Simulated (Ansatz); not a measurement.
Consider the redistribution: `C#C[SiH2]CCl` + `BBr` → `ClC[SiH2]Br` + `BC#C`.

Gas-phase electronic energies from Ansatz, PBE0-D4/def2-TZVP geometries. CBS: MP2 limit from def2 TZ/QZ plus the TZ coupled-cluster correction, frozen cores. For Br outer-core shells are correlated without core-valence functions, which leaves a few kJ/mol of doubt a bond. Scalar relativity is left out up to krypton. Each species was taken in one conformer, which may not be the lowest.

`C#C[SiH2]CCl`:

Cartesian coordinates in Å:
```
C 1.277 -0.833 -2.112
C 0.857 -0.163 -1.202
Si 0.225 0.837 0.182
C -0.892 -0.216 1.270
Cl -2.332 -0.739 0.360
H 1.645 -1.425 -2.918
H 1.371 1.311 1.001
H -0.538 1.994 -0.341
H -0.377 -1.111 1.621
H -1.235 0.347 2.139
```

`BBr`:

Cartesian coordinates in Å:
```
B 0.010 0.126 -0.149
Br -0.089 -1.096 1.291
H -0.859 0.102 -0.958
H 0.938 0.868 -0.184
```

`ClC[SiH2]Br`:

```xyz
8

Cl    0.250   -0.807   -2.071
C    -0.463    0.259   -0.837
Si    0.180   -0.177    0.872
Br    2.350    0.242    0.984
H    -0.224    1.289   -1.102
H    -1.547    0.135   -0.873
H    -0.505    0.672    1.878
H    -0.041   -1.614    1.150
```

`BC#C`:

Cartesian coordinates in Å:
```
B 0.391 1.014 -0.320
C -0.127 -0.329 0.104
C -0.544 -1.412 0.445
H 1.121 1.624 0.401
H 0.071 1.468 -1.376
H -0.912 -2.366 0.746
```

```json
{"species": "`C#C[SiH2]CCl`", "CCSD(T)/CBS(def2) energy (Eh)": "-865.96732"}
{"species": "`BBr`", "CCSD(T)/CBS(def2) energy (Eh)": "-2599.32470"}
{"species": "`ClC[SiH2]Br`", "CCSD(T)/CBS(def2) energy (Eh)": "-3362.68140"}
{"species": "`BC#C`", "CCSD(T)/CBS(def2) energy (Eh)": "-102.61899"}
```

**Question.** Work out ΔE.

**Answer.** ΔE = (-3362.68140) + (-102.61899) − (-865.96732) − (-2599.32470) = -0.00837 Eh = -22.0 kJ/mol.

Largest T1 diagnostic among the species: 0.014.

In def2-TZVPP, CCSD(T) changes the Hartree–Fock value by +12.1 kJ/mol (the triples alone add +1.5 kJ/mol) and MP2 by +11.5 kJ/mol.
